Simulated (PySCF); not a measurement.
Record of a relaxation.

[GaCl4]- (charge -1).
Bonds: Ga1–Cl2, Ga1–Cl3, Ga1–Cl4, Ga1–Cl5.

Method: PBE0-D3(BJ)/def2-SVP geometry optimisation, gas phase in PySCF; density fitting, grid level 1; the optimiser is geomeTRIC in internal coordinates, started from a GFN2-xTB structure with every atom displaced at random (about 0.03 Å). The frame can shift and turn from step to step; on so coarse a grid that alone can change the energy by a few meV, and forces under 0.02 eV/Å are noise.

Step 0: E = -102432.1940 eV, largest atomic force 2.276 eV/Å
```
atom  x, y, z in Å  |  force x, y, z in eV/Å
Ga1     0.062   -0.077    0.012   -1.911   0.644   0.042
Cl2    -0.007   -0.030    2.165    0.038  -0.085   0.793
Cl3     1.983    0.004   -0.759    2.163  -0.098  -0.703
Cl4    -0.931    1.783   -0.715   -0.090  -0.032   0.010
Cl5    -1.032   -1.790   -0.765   -0.199  -0.428  -0.142
```

Step 1: E = -102432.3582 eV, largest atomic force 0.810 eV/Å
```
atom  x, y, z in Å  |  force x, y, z in eV/Å
Ga1     0.042   -0.046    0.000   -0.722   0.361  -0.062
Cl2    -0.017   -0.042    2.190    0.052  -0.039   0.188
Cl3     2.063   -0.027   -0.754    0.596  -0.059  -0.139
Cl4    -0.970    1.804   -0.728    0.077  -0.170   0.052
Cl5    -1.043   -1.799   -0.770   -0.003  -0.092  -0.039
```

Step 2: E = -102432.3804 eV, largest atomic force 0.246 eV/Å
```
atom  x, y, z in Å  |  force x, y, z in eV/Å
Ga1     0.024   -0.028   -0.007   -0.227   0.095  -0.006
Cl2    -0.019   -0.048    2.197    0.024  -0.013   0.009
Cl3     2.091   -0.041   -0.733    0.129  -0.012  -0.011
Cl4    -0.981    1.807   -0.737    0.044  -0.078   0.019
Cl5    -1.040   -1.800   -0.782    0.029   0.008  -0.011
```

Step 3: E = -102432.3826 eV, largest atomic force 0.037 eV/Å
```
atom  x, y, z in Å  |  force x, y, z in eV/Å
Ga1     0.014   -0.022   -0.009   -0.031  -0.011   0.018
Cl2    -0.023   -0.053    2.198    0.001  -0.004  -0.021
Cl3     2.099   -0.042   -0.715    0.003   0.004   0.013
Cl4    -0.983    1.805   -0.742    0.006  -0.010  -0.003
Cl5    -1.032   -1.799   -0.794    0.020   0.021  -0.007
```

Step 4: E = -102432.3827 eV, largest atomic force 0.033 eV/Å
```
atom  x, y, z in Å  |  force x, y, z in eV/Å
Ga1     0.011   -0.021   -0.008    0.019  -0.023   0.015
Cl2    -0.030   -0.058    2.198   -0.009  -0.003  -0.013
Cl3     2.102   -0.038   -0.703   -0.016   0.006   0.013
Cl4    -0.983    1.804   -0.745   -0.005   0.007  -0.006
Cl5    -1.025   -1.798   -0.805    0.010   0.013  -0.008
```

Step 5: E = -102432.3826 eV, largest atomic force 0.081 eV/Å
```
atom  x, y, z in Å  |  force x, y, z in eV/Å
Ga1     0.007   -0.020   -0.006    0.079  -0.021  -0.001
Cl2    -0.054   -0.072    2.198   -0.025  -0.003   0.006
Cl3     2.110   -0.027   -0.671   -0.028   0.005   0.009
Cl4    -0.983    1.802   -0.750   -0.017   0.024  -0.006
Cl5    -1.006   -1.793   -0.833   -0.009  -0.005  -0.008
```

Step 6: E = -102432.3826 eV, largest atomic force 0.084 eV/Å
```
atom  x, y, z in Å  |  force x, y, z in eV/Å
Ga1     0.007   -0.020   -0.005    0.083  -0.005  -0.014
Cl2    -0.079   -0.086    2.197   -0.029  -0.005   0.017
Cl3     2.118   -0.017   -0.645   -0.021   0.003   0.004
Cl4    -0.981    1.802   -0.753   -0.015   0.024  -0.002
Cl5    -0.989   -1.788   -0.857   -0.018  -0.017  -0.006
```

Step 7: E = -102432.3828 eV, largest atomic force 0.068 eV/Å
```
atom  x, y, z in Å  |  force x, y, z in eV/Å
Ga1     0.008   -0.020   -0.005    0.067  -0.003  -0.012
Cl2    -0.081   -0.086    2.197   -0.025  -0.005   0.014
Cl3     2.119   -0.017   -0.646   -0.018   0.002   0.005
Cl4    -0.981    1.802   -0.752   -0.011   0.020  -0.001
Cl5    -0.990   -1.789   -0.856   -0.014  -0.014  -0.006
```

Step 8: E = -102432.3829 eV, largest atomic force 0.046 eV/Å
```
atom  x, y, z in Å  |  force x, y, z in eV/Å
Ga1     0.010   -0.020   -0.005    0.045  -0.002  -0.009
Cl2    -0.083   -0.086    2.197   -0.019  -0.005   0.009
Cl3     2.119   -0.017   -0.647   -0.013   0.002   0.006
Cl4    -0.981    1.802   -0.751   -0.005   0.014   0.000
Cl5    -0.990   -1.789   -0.855   -0.008  -0.009  -0.006
```

Step 9: E = -102432.3831 eV, largest atomic force under 0.02 eV/Å
```
atom  x, y, z in Å  |  force x, y, z in eV/Å
Ga1     0.012   -0.021   -0.006    0.015   0.000  -0.003
Cl2    -0.086   -0.087    2.197   -0.011  -0.005   0.002
Cl3     2.120   -0.016   -0.650   -0.005   0.001   0.007
Cl4    -0.981    1.802   -0.750    0.001   0.006   0.001
Cl5    -0.990   -1.790   -0.853    0.000  -0.002  -0.006
```

Q: Summarise the path.

A: The energy falls by 18.25 kJ/mol from step 0 to step 9; nine tenths of that is first reached at step 2. It never rises by more than 0.2 meV. The largest force goes from 2.276 to under 0.02 eV/Å. Among the bonds Ga1–Cl3 changes most, from 2.072 to 2.204 Å; the atoms move by 0.073 Å rms after alignment.

The cost below is that of the whole optimisation. On an Intel Xeon Platinum 8488C with one thread, shared host with 48 logical CPUs at a one-minute load of 6.3, this took 40 s wall and 0.42 GiB of memory at its peak.
